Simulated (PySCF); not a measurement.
# EPR parameters of C4H3F2S

Species: C4H3F2S (doublet state).
SMILES with atom numbers: `[F:1][C:2]1=[C:3]([F:4])[S:5][CH:6][CH2:7]1` (hydrogens: H8 on C6; H9, H10 on C7)

Structure used (GFN2-xTB), in Å, numbered top down from 1:
```xyz
10
C4H3F2S angstrom
F      0.529    2.193   -0.269
C      0.413    0.864   -0.141
C      1.429    0.002   -0.242
F      2.705    0.289   -0.481
S      0.949   -1.670   -0.029
C     -0.675   -1.194    0.232
C     -0.924    0.264    0.133
H     -1.426   -1.939    0.383
H     -1.354    0.678    1.058
H     -1.636    0.518   -0.667
```

Method: UKS B3LYP, pcH-1 on C F H S, non-relativistic, mean-field spin-orbit, GIAO (PySCF). Geometry: GFN2-xTB; no solvent, vibrations or thermal averaging. Couplings are sensitive to structure, and on GFN2-xTB geometries they can be far from those on DFT ones. The SCF solution wasn't tested for stability.

```
g1, g2, g3      : 2.00209, 2.00265, 2.00805
g_iso           : 2.00426
Form of g       : close to axial: the two nearest values differ by 9 % of g3 − g1
⟨S²⟩            : 0.7554 (exact 0.7500)
Basis functions : 215
```

Isotropic coupling and dipolar principal values T1 to T3, in G (MHz turned into gauss with g_iso; 10 G = 1 mT):

```json
{"atom": "F1", "isotope": "19F", "a_iso": "1.1", "of which spin–orbit": "0.0", "T1": "-4.4", "T2": "-3.2", "T3": "7.6", "Mulliken spin population": "0.00"}
{"atom": "C2", "isotope": "13C", "a_iso": "2.5", "of which spin–orbit": "0.0", "T1": "-2.2", "T2": "-1.3", "T3": "3.4", "Mulliken spin population": "0.06"}
{"atom": "C3", "isotope": "13C", "a_iso": "-3.4", "of which spin–orbit": "0.0", "T1": "-2.4", "T2": "0.9", "T3": "1.5", "Mulliken spin population": "-0.04"}
{"atom": "F4", "isotope": "19F", "a_iso": "-3.1", "of which spin–orbit": "0.0", "T1": "-4.7", "T2": "1.4", "T3": "3.3", "Mulliken spin population": "0.00"}
{"atom": "S5", "isotope": "33S", "a_iso": "1.7", "of which spin–orbit": "-0.2", "T1": "-8.2", "T2": "-6.4", "T3": "14.6", "Mulliken spin population": "0.16"}
{"atom": "C6", "isotope": "13C", "a_iso": "29.7", "of which spin–orbit": "0.1", "T1": "-25.4", "T2": "-25.1", "T3": "50.5", "Mulliken spin population": "0.82"}
{"atom": "C7", "isotope": "13C", "a_iso": "-12.9", "of which spin–orbit": "0.0", "T1": "-0.6", "T2": "0.1", "T3": "0.6", "Mulliken spin population": "-0.08"}
{"atom": "H8", "isotope": "1H", "a_iso": "-19.7", "of which spin–orbit": "0.0", "T1": "-11.9", "T2": "-0.3", "T3": "12.2", "Mulliken spin population": "-0.04"}
{"atom": "H9", "isotope": "1H", "a_iso": "50.3", "of which spin–orbit": "0.0", "T1": "-1.6", "T2": "-1.1", "T3": "2.7", "Mulliken spin population": "0.06"}
{"atom": "H10", "isotope": "1H", "a_iso": "51.1", "of which spin–orbit": "0.0", "T1": "-1.5", "T2": "-1.1", "T3": "2.6", "Mulliken spin population": "0.06"}
```

The Mulliken spin populations are largest on C6 (+0.82), S5 (+0.16) and C7 (-0.08). The angles at C6 add up to 359.9°, so it is planar; its axial dipolar tensor and the negative coupling of its proton fit spin in a p orbital normal to that plane.

Axes: g3 points within 14° of the C6–H8 bond.

Under fast tumbling the dipolar parts average out, and these isotropic splittings remain: 2 × 1H (H9/H10, I = 1/2, 3 lines) with 5.07 mT, 1 × 1H (H8, I = 1/2, 2 lines) with 1.97 mT, 1 × 19F (F4, I = 1/2, 2 lines) with 0.31 mT and 1 × 19F (F1, I = 1/2, 2 lines) with 0.11 mT.

Class means assume fast exchange of nuclei equivalent by connectivity; if that motion is slow, each nucleus keeps its own coupling.

The 13C coupling of C6 (83.4 MHz) shows only in satellite lines or after enrichment, since that isotope makes up about 1.07 % of natural carbon.
